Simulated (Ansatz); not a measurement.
GaH$_{7}$SiSn, SMILES `[GaH2][SiH2][SnH3]`, relaxed with RKS PBE0-D4/def2-TZVP in Ansatz from a GFN2-xTB geometry. The force threshold is 0.005 eV/Å; the program also tests the step.

Charge 0, multiplicity 1. Sn: def2 effective core potential.

Start:

```xyz
10

Ga    1.785   -1.137   -0.814
Si   -0.416   -0.205   -1.034
Sn   -1.046    0.901    1.175
H     2.214   -2.312    0.184
H     3.074   -0.638   -1.623
H    -0.535    0.863   -2.040
H    -1.507   -1.151   -1.314
H    -1.342   -0.123    2.463
H     0.153    1.891    1.798
H    -2.380    1.911    1.205
```

```
         step  energy (eV)  largest force (eV/Å)  largest move (Å)
            1  -66190.4158                 0.671             0.000
            2  -66190.5327                 0.456             0.191
            3  -66190.5897                 0.074             0.076
            4  -66190.5914                 0.021             0.014
            5  -66190.5952                 0.016             0.112
 6 (rejected)  -66190.5950                 0.153             0.179
            7  -66190.5952                 0.073             0.090
            8  -66190.5967                 0.095             0.098
            9  -66190.5970                 0.076             0.029
           10  -66190.5982                 0.067             0.052
           11  -66190.5993                 0.039             0.080
           12  -66190.5996                 0.037             0.031
           13  -66190.5998                 0.022             0.020
           14  -66190.6000                 0.018             0.042
           15  -66190.6001                 0.022             0.029
           16  -66190.6002                 0.024             0.050
           17  -66190.6003                 0.020             0.008
           18  -66190.6005                 0.005             0.016
           19  -66190.6006                 0.019             0.040
           20  -66190.6007                 0.022             0.041
           21  -66190.6008                 0.017             0.022
           22  -66190.6009                 0.016             0.036
23 (rejected)  -66190.6008                 0.012             0.009
           24  -66190.6009                 0.003             0.004
```

End:

```xyz
10

Ga    1.762   -1.197   -0.786
Si   -0.408   -0.196   -0.989
Sn   -0.993    0.987    1.217
H     1.916   -2.657   -0.226
H     3.052   -0.371   -1.136
H    -0.472    0.837   -2.062
H    -1.486   -1.193   -1.244
H    -1.014   -0.132    2.510
H     0.169    2.185    1.583
H    -2.526    1.736    1.132
```

Hardware: 4 threads of an Arm Neoverse V2 on a shared host. Wall time 70 s, peak host memory 0.53 GiB.
